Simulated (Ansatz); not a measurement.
CSe, SMILES `[C-]#[Se+]`, 2 atoms. The species carries charge 0 and has multiplicity 1. Correlated methods include outer-core shells of Se, which these sets cover unevenly. Scalar relativity is left out up to krypton. All runs use 2 threads of an AMD EPYC 7R13 on a shared host. Correlated methods freeze the cores. Open-shell runs search over several starts.

(1) Give the basis size and wall time and peak host memory of each of these runs in Ansatz. RKS PBE0-D4/def2-TZVP frequencies; RKS PBE0-D4/def2-SVP energy; UKS ωB97M-V/def2-TZVPP energy of the cation; RHF-CCSD(T)/def2-TZVPP energy; RKS PBE0-D4/def2-TZVP relaxation (4 steps); UKS r2SCAN-D4/def2-TZVPP energy of the cation; UKS ωB97X-V/def2-TZVPP energy of the cation; RHF-CCSD(T)/def2-SVP energy; RKS ωB97M-V/def2-SVP energy; RKS BLYP-D4/def2-TZVPP energy; RHF-CCSD(T)/def2-QZVPP energy; RKS HSE06 (plane-wave form)-D4/def2-TZVPP energy. (Estimate.)

## Answers

(1) Ansatz gave: Other jobs shared the machine, so times are rough.

```csv
level,job,functions,wall time,peak host memory (GiB)
RKS PBE0-D4/def2-SVP,energy,46,0.46 s,0.12
RKS BLYP-D4/def2-TZVPP,energy,79,0.61 s,0.12
RHF-CCSD(T)/def2-SVP,energy,46,0.7 s,0.12
RKS HSE06 (plane-wave form)-D4/def2-TZVPP,energy,79,0.86 s,0.15
RKS ωB97M-V/def2-SVP,energy,46,1.8 s,0.15
RHF-CCSD(T)/def2-TZVPP,energy,79,2.2 s,0.2
UKS r2SCAN-D4/def2-TZVPP,energy of the cation,79,2.3 s,0.17
RKS PBE0-D4/def2-TZVP,relaxation (4 steps),79,5.5 s,0.16
UKS ωB97M-V/def2-TZVPP,energy of the cation,79,6 s,0.25
UKS ωB97X-V/def2-TZVPP,energy of the cation,79,6.5 s,0.23
RHF-CCSD(T)/def2-QZVPP,energy,146,8.5 s,0.65
RKS PBE0-D4/def2-TZVP,frequencies,79,13 s,0.16
```
